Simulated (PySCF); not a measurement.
PySCF input file for B(Cl)(Me)(SMe) (C2H6BClS), SMILES CSB(C)Cl, C-PCM-M06-2X/def2-SVP. Geometry: PBE0-D3(BJ)/def2-SVP. The structure was generated by enumeration, and PubChem lists no compound with its InChIKey, so it may never have been made. One conformer was computed; it need not be the lowest.

```python
import numpy as np
from pyscf import gto, scf, dft
from pyscf.solvent import pcm

mol = gto.M(
    atom='''
    B    -0.30520243    0.39320766   -0.00000000
    Cl    0.39154206    2.01992149   -0.00000000
    C    -1.85656299    0.18313898    0.00000000
    H    -2.16955632   -0.40120728    0.88172400
    H    -2.40795687    1.13295012   -0.00000000
    H    -2.16955632   -0.40120728   -0.88172400
    S     0.89918319   -0.92983494    0.00000000
    C    -0.11788424   -2.43274781   -0.00000000
    H    -0.74815467   -2.48718932   -0.89780549
    H     0.57292830   -3.28584862   -0.00000000
    H    -0.74815467   -2.48718932    0.89780550
    ''',
    basis='def2-SVP',
    charge=0,
    spin=0,
    max_memory=1600,
    verbose=3,
)
mf = dft.RKS(mol, xc='m06-2x').density_fit(auxbasis='def2-universal-jkfit')
mf.grids.level = 4
mf.conv_tol = 1e-9
mf.max_cycle = 100
mf.kernel()
res = {}
for name, eps in {'water': 78.355, 'dichloromethane': 8.93, 'n-hexane': 1.8819}.items():
    s = mf.PCM()
    s.with_solvent.method, s.with_solvent.eps, s.with_solvent.lebedev_order = 'C-PCM', eps, 29
    s.kernel(mf.make_rdm1())
    res[name] = (s.e_tot, eps, s.dip_moment(), s.mo_energy, s.converged)
    print(f'{name}: electrostatic solvation free energy {(s.e_tot - mf.e_tot) * 627.509474:.3f} kcal/mol')
```

Log of the run:

```
converged SCF energy = -962.716880932265

WARN: PCM is an experimental feature. It is still in testing.
Features and APIs may be changed in the future.

converged SCF energy = -962.722020913494
Dipole moment(X, Y, Z, Debye): -2.43646, -2.91482,  0.00000
water: electrostatic solvation free energy -3.225 kcal/mol

WARN: PCM is an experimental feature. It is still in testing.
Features and APIs may be changed in the future.

converged SCF energy = -962.72140326932
Dipole moment(X, Y, Z, Debye): -2.35806, -2.82476,  0.00000
dichloromethane: electrostatic solvation free energy -2.838 kcal/mol

WARN: PCM is an experimental feature. It is still in testing.
Features and APIs may be changed in the future.

converged SCF energy = -962.71907201518
Dipole moment(X, Y, Z, Debye): -2.07308, -2.49563,  0.00000
n-hexane: electrostatic solvation free energy -1.375 kcal/mol
```

The run converged.

Cost: roughly 2.1 core-minutes.
